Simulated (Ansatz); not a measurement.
Ansatz results at the PBE0-D4/def2-TZVP geometry: HOMO energy (PBE/def2-TZVPP) -5.57 eV; LUMO energy (B3LYP/def2-TZVPP) -1.77 eV; HOMO–LUMO gap (ωB97M-V/def2-TZVPP) 8.88 eV.

Each molecule was computed in one conformer, which needn't be the lowest.

Question: Which molecule gave them?
A. `B[SiH2][SiH2]CF`
B. `BCN(B)C`
C. `CO[B](C)[AlH2]`
D. `C=C(F)C(C)O`

Answer: C. The others give `BCN(B)C`: -6.31, -1.58, 10.40; `C=C(F)C(C)O`: -6.24, 0.08, 12.10; `B[SiH2][SiH2]CF`: -6.36, -0.97, 10.47.

B3LYP here is the variant with VWN-RPA as its local correlation; programs differ in this.
